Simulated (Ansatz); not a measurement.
Geometry optimisation, RKS CAM-B3LYP/6-31G* in Ansatz 0.2.0.

The input (input.yaml):

```yaml
crystal:
  periodic: [false, false, false]
  atoms:
    - { symbol: B, position_ang: [-0.3875, 1.0168, 1.551] }
    - { symbol: Si, position_ang: [0.3795, -0.0078, 0.1389] }
    - { symbol: C, position_ang: [-0.7724, -0.0416, -1.3668] }
    - { symbol: "N", position_ang: [0.7126, -1.6613, 0.7343] }
    - { symbol: O, position_ang: [1.8977, 0.6743, -0.3126] }
    - { symbol: H, position_ang: [0.1195, 1.2232, 2.5696] }
    - { symbol: H, position_ang: [-1.4627, 1.5659, 1.362] }
    - { symbol: H, position_ang: [-1.6757, -0.4751, -1.0783] }
    - { symbol: H, position_ang: [-0.8974, 1.0077, -1.6795] }
    - { symbol: H, position_ang: [-0.2673, -0.6501, -2.1292] }
    - { symbol: H, position_ang: [-0.13463, -2.04324, 1.10623] }
    - { symbol: H, position_ang: [1.33356, -1.49476, 1.62566] }
    - { symbol: H, position_ang: [1.6237, 1.5978, -0.6841] }
basis:
  gaussian: { orbitals: "6-31G*" }
hamiltonian:
  xc: cam_b3lyp
relax:
  f_tol: 0.015
  max_steps: 40
output:
  orbitals: {}
```

Run as:

```bash
$ ansatz run input.yaml --threads 2 --pin off --max-ram 3072MiB --backend cpu --events-out ev --progress --plain --runs-dir out
```

Where does it end, and by what steps?

It did not converge within its limit. After 39 steps the energy has fallen by 0.944 eV; H11 moved furthest, 1.11 Å.

```csv
step,energy less start (eV),largest force component (eV/Å),accepted
0,0.0000,2.733,yes
2,-0.6605,1.103,yes
4,-0.7405,0.531,yes
6,-0.7938,0.491,yes
8,-0.8533,0.244,no
10,-0.8601,0.161,yes
12,-0.8620,0.043,yes
14,-0.8625,0.029,yes
16,-0.8627,0.029,yes
18,-0.8630,0.106,yes
20,-0.8652,0.301,yes
22,-0.8698,0.046,yes
24,-0.8825,0.197,yes
26,-0.8875,0.467,no
28,-0.8996,0.147,yes
30,-0.9047,0.130,yes
32,-0.9202,0.187,yes
34,-0.9098,0.456,no
36,-0.9413,0.118,yes
38,-0.9431,0.081,yes
39,-0.9437,0.033,yes
```

```xyz
13
Properties=species:S:1:pos:R:3
B -0.505 1.234 1.729
Si 0.296 0.175 0.225
C -0.785 -0.055 -1.294
N 0.560 -1.418 0.843
O 1.677 1.032 -0.186
H 0.058 1.327 2.781
H -1.571 1.773 1.652
H -1.739 -0.520 -1.026
H -1.006 0.908 -1.766
H -0.310 -0.691 -2.050
H 0.545 -2.235 0.247
H 1.117 -1.571 1.673
H 2.133 0.752 -0.991
```

Time of the run: 2.5 min on 2 threads of Arm Neoverse V1, with other jobs on the host, peak memory 0.23 GiB.
